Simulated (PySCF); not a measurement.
**How methods differ on the ionisation energy of Pt**

Pt [Xe] 4f14 5d9 6s1 (3D) → Pt⁺ [Xe] 4f14 5d9 (2D), as a difference of total energies. Calculation: PySCF 2.14, in aug-cc-pwCVQZ-PP with ECP60MDF (9s9p8d5f4g3h, 180 functions); scalar relativity through the core potential. Correlated levels: valence: 5s2 5p6 frozen; valence and next inner shell: nothing frozen outside the core potential. The calculations carry no spin-orbit coupling.

| method | ionisation energy (eV) | difference from reference (eV) |
| --- | --- | --- |
| UHF | 7.566 | -1.393 |
| B2PLYP | 9.042 | +0.083 |
| MP2 (valence) | 9.058 | +0.099 |
| SCS-MP2 (valence) | 8.835 | -0.124 |
| MP2 (valence and next inner shell) | 9.264 | +0.305 |
| SCS-MP2 (valence and next inner shell) | 8.989 | +0.030 |

Reference: 8.959 eV (measured; NIST Atomic Spectra Database, ionization energies).

The reference lies between the lowest fine-structure levels, while these numbers refer to the centres of the terms.
